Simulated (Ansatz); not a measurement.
Consider the formal loss of a carbene: `OC[SiH](F)F` → `[CH2]` (triplet) + `O[SiH](F)F`.

Gas-phase electronic energies from Ansatz, PBE0-D4/def2-TZVP geometries. CCSD(T)/CBS adds triple-zeta CCSD(T) − MP2 to the extrapolated MP2 energy (def2 sets, frozen cores). This one scheme is used for every species. DFT in def2-TZVPP. Triplets are unrestricted, without spin–orbit coupling. Each species was taken in one conformer, which may not be the lowest.

`OC[SiH](F)F`:

```xyz
9

O    -0.382   -1.242   -1.173
C    -0.817   -0.275   -0.231
Si    0.596    0.731    0.461
F     1.234    1.664   -0.651
F     1.724   -0.310    0.892
H     0.293   -1.791   -0.764
H    -1.389   -0.732    0.592
H    -1.516    0.384   -0.754
H     0.257    1.570    1.629
```

`[CH2]` (triplet):

Cartesian coordinates in Å:
```
C -0.016 0.131 0.243
H 0.756 0.533 -0.394
H -0.740 -0.664 0.152
```

`O[SiH](F)F`:

Z-matrix (Å, degrees):
```
Si
F 1 1.584
F 1 1.584 2 105.5
O 1 1.614 2 111.2 3 -120.7
H 1 1.463 2 110.2 3 118.9
H 4 0.958 1 120.9 2 58.5
```

CCSD(T)/CBS gives +240.2 kJ/mol.

(1) Another level gave +234.1 kJ/mol. Which?
A. SCS-MP2/def2-TZVPP
B. MP2/def2-TZVPP
C. r2SCAN/def2-TZVPP
D. ωB97X-V/def2-TZVPP

Largest T1 diagnostic among the species: 0.011.

Results:

(1) B. MP2/def2-TZVPP 234.1, r2SCAN 221.7, SCS-MP2/def2-TZVPP 238.9, ωB97X-V 260.4 kJ/mol.

In def2-TZVPP, CCSD(T) changes the Hartree–Fock value by +142.0 kJ/mol (the triples alone add +12.3 kJ/mol) and MP2 by +146.1 kJ/mol. From PBE to PBE0 (25 % exact exchange), in def2-TZVPP and without D4, ΔE moves by −15.9 kJ/mol. The D4 term adds +9.5 kJ/mol with B3LYP and +5.1 kJ/mol with PBE0; it sums over pairs of atoms, weighted by their polarisabilities, and B3LYP, whose exchange is more repulsive, gets the larger term.

B3LYP here is the variant with VWN-RPA as its local correlation; programs differ in this.
